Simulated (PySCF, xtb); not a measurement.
Si(F)(Me)2(Cl) (C2H6ClFSi), SMILES C[Si](C)(F)Cl.

GFN2-xTB (xtb) at its own geometry gives an orbital gap of 6.80 eV and a dipole moment of 2.61 D.

Geometry: PBE0-D3(BJ)/def2-SVP.

**Question.** What does PBE/def2-TZVP in PySCF give? (Estimate from the structure and the level; the computed values follow.)

**Answer.** gap 7.46 eV (levels -7.36 and 0.10 eV), dipole 2.41 D.
